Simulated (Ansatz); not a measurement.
Program: Ansatz. Geometries: PBE0-D4/def2-TZVP. ΔE: electronic, gas phase. CCSD(T)/CBS is the MP2 limit (def2-TZVPP, def2-QZVPP) plus CCSD(T) − MP2 in def2-TZVPP, frozen cores. DFT in def2-TZVPP. B3LYP here is the variant with VWN-RPA as its local correlation; programs differ in this. HSE06 is defined as in plane-wave codes. For Ga, Ge, Se outer-core shells are correlated without core-valence functions, which leaves a few kJ/mol of doubt a bond. Scalar relativity is left out up to krypton. One conformer a species, not always the lowest.

Consider the redistribution: `C[Se][AlH][F]` + `[GaH2][GeH3]` → `[F][AlH][GeH3]` + `C[Se][GaH2]`.

| level | ΔE (kcal/mol) | difference from CCSD(T)/CBS |
| --- | --- | --- |
| PBE-D4 | 1.8 | -0.7 |
| PBE0-D4 | 2.4 | -0.1 |
| B3LYP-D4 | 2.4 | -0.1 |
| HSE06-D4 | 2.4 | -0.1 |
| BHLYP-D4 | 2.9 | 0.4 |
| ωB97M-V | 3.4 | 0.9 |
| B2PLYP | 2.6 | 0.1 |
| revPBE | 1.9 | -0.6 |
| BLYP | 1.8 | -0.7 |
| r2SCAN | 2.5 | 0.0 |
| PBE0 | 2.4 | -0.1 |
| r2SCANh | 2.7 | 0.2 |
| CCSD(T)/def2-SVP | 1.9 | -0.6 |
| SCS-MP2/def2-TZVPP | 3.1 | 0.6 |
| CCSD(T)/def2-TZVPP | 2.6 | 0.1 |
| SCS-MP2/def2-QZVPP | 3.1 | 0.6 |
| CCSD(T)/CBS | 2.5 | 0 |

Largest T1 diagnostic among the species: 0.013.

Leaving LDA and LC-ωPBE aside and taking each functional with its dispersion term where it has one, the values spread over 1.6 kcal/mol, from PBE-D4 to ωB97M-V. From BLYP to BHLYP (50 % exact exchange), in def2-TZVPP and without D4, ΔE moves by +1.1 kcal/mol.
